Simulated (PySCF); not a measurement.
**TDDFT excited states: F3H3SSiTi**

Species: (F)3Ti-S-SiH3 (singlet state).
Structure used (PBE0-D3(BJ)/def2-SVP), in Å, numbered top down from 1:
```
atom  x, y, z in Å
Ti1   -0.6993    1.3798    0.6233
F2    -1.9527    2.5619    0.5517
F3    -0.7063    0.5323    2.1310
F4     0.8671    2.0893    0.4373
S5    -1.0391   -0.0901   -1.0645
Si6    0.6440   -1.4104   -0.7230
H7     0.5810   -1.9659    0.6593
H8     1.9239   -0.6693   -0.9080
H9     0.5141   -2.4970   -1.7327
```

Computed, not measured: PySCF, TDDFT PBE0/def2-SVPD, vertical, gas phase, core orbitals frozen in the response.

```csv
state,E (eV),λ (nm),f,"main configurations (H = HOMO, L = LUMO)"
S1,3.49,355.6,0.0002,H→L (99%)
S2,3.95,313.6,0.017,H→L+1 (87%)
S3,4.34,285.9,0.0025,H→L+2 (99%)
S4,4.37,283.7,0.0019,H-1→L (91%)
S5,4.43,280.1,0.0006,H-1→L+1 (96%)
S6,4.92,252.1,0.0002,H→L+3 (99%)
S7,5.16,240.5,0.0007,"H→L+4 (90%), H-1→L+2 (9%)"
S8,5.56,223.1,0.0068,"H-2→L (59%), H-1→L+2 (30%)"
S9,5.78,214.6,0.0000,H-2→L+1 (93%)
S10,5.82,213.0,0.0088,H-1→L+3 (89%)
S11,6.01,206.3,0.0007,H-1→L+4 (95%)
S12,6.28,197.5,0.138,"H-2→L+2 (36%), H-1→L+2 (28%), H-2→L (18%)"
S13,6.35,195.3,0.013,"H-3→L (50%), H→L+5 (47%)"
S14,6.40,193.8,0.0090,"H→L+5 (49%), H-3→L (49%)"
S15,6.54,189.6,0.0034,"H-3→L+1 (87%), H-2→L+2 (10%)"
```

Triplets, Tamm–Dancoff:

| state | E (eV) | λ (nm) | main configurations (H = HOMO, L = LUMO) |
| --- | --- | --- | --- |
| T1 | 3.28 | 377.6 | H→L+1 (97%) |
| T2 | 3.36 | 369.4 | H→L (99%) |
| T3 | 4.00 | 309.7 | H→L+2 (58%), H-1→L+1 (33%) |
| T4 | 4.01 | 309.5 | H-1→L (88%) |

The lowest singlet lies at 3.49 eV (356 nm, ultraviolet) and is dark (f under 0.0005); its leading configuration is HOMO→LUMO (99%). The strongest level in the table is S12 at 6.28 eV (198 nm, f = 0.138). For S1 the Löwdin share of titanium is 8% in HOMO and 76% in LUMO (ligand-to-metal charge transfer by this measure); for S12 the Löwdin share of titanium is 6% in HOMO-2 and 66% in LUMO+2 (ligand-to-metal charge transfer by this measure). Weighted by f, the mean energy of these states is 6.00 eV. Of the 15 states listed, 3 reach f = 0.01 and 3 stay under 0.0005. Orbital energies (eV): HOMO-3 -10.66, HOMO-2 -10.30, HOMO-1 -9.19, HOMO -8.25, LUMO -3.19, LUMO+1 -3.05, LUMO+2 -2.36. No computed singlet lies in the visible range (380 to 750 nm); the lowest, at 356 nm, stands 0.22 eV above its violet end (3.26 eV). All these states lie below the vertical ionisation energy of 10.20 eV (ΔSCF). Singlets were solved by full linear response, triplets in the Tamm–Dancoff approximation.

Time: 1.7 min wall (with the writing of density and orbital grids); peak memory 0.88 GiB. Hardware: one thread, Arm Neoverse V1 (aarch64), on a shared host.
